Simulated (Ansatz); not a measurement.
Relaxation of CH₈OSi₂ (12 atoms, charge 0, multiplicity 1), to a largest force component of 0.02 eV/Å in at most 40 steps.

These are results of Ansatz 0.2.0, RKS B3LYP/6-31G, not measurements.

```xyz
12
Properties=species:S:1:pos:R:3:forces:R:3
Si 0.000 0.000 0.000 -0.81 0.19 -0.49
Si 0.000 0.000 2.220 -0.01 0.05 1.02
H -1.315 -0.407 2.707 -0.73 -0.21 0.40
H 1.010 -0.935 2.707 0.51 -0.51 0.38
H 0.305 1.342 2.707 0.17 0.68 0.39
O 1.584 0.000 -0.559 1.23 0.77 -0.76
C 2.350 -1.163 -0.836 0.43 -0.65 -0.11
H 1.719 -1.905 -1.367 0.42 0.00 0.11
H 3.218 -0.893 -1.473 -0.47 -0.10 0.35
H 2.714 -1.602 0.116 0.03 -0.05 -0.43
H -0.688 1.191 -0.486 -0.29 0.62 -0.42
H -0.688 -1.191 -0.486 -0.49 -0.80 -0.46
```

Where does it end, and by what steps?

The forces met the threshold. The force dipped under the threshold on the way, but the program's further checks kept it going. Limits of this set-up: no polarisation functions. After 13 steps the energy has fallen by 0.386 eV; H5 moved furthest, 0.52 Å.

```csv
step,energy less start (eV),largest force component (eV/Å),accepted
0,0.0000,1.234,yes
1,-0.3256,0.722,yes
2,-0.3648,0.236,yes
3,-0.3707,0.090,yes
4,-0.3780,0.081,yes
5,-0.3787,0.298,yes
6,-0.3802,0.141,yes
7,-0.3847,0.034,yes
8,-0.3851,0.024,yes
9,-0.3855,0.025,yes
10,-0.3857,0.023,yes
11,-0.3858,0.017,yes
12,-0.3859,0.020,yes
13,-0.3859,0.010,yes
```

```xyz
12
Properties=species:S:1:pos:R:3
Si -0.120 -0.044 -0.119
Si 0.033 -0.072 2.257
H -1.360 -0.053 2.825
H 0.720 -1.311 2.759
H 0.775 1.126 2.777
O 1.429 -0.034 -0.925
C 2.413 -1.089 -0.806
H 2.007 -2.061 -1.118
H 3.242 -0.824 -1.465
H 2.791 -1.177 0.222
H -0.785 1.212 -0.588
H -0.935 -1.236 -0.569
```

Time of the run: 42 s on 1 thread of AMD EPYC 7B13 (Zen 3), on a shared host, peak memory 0.15 GiB.
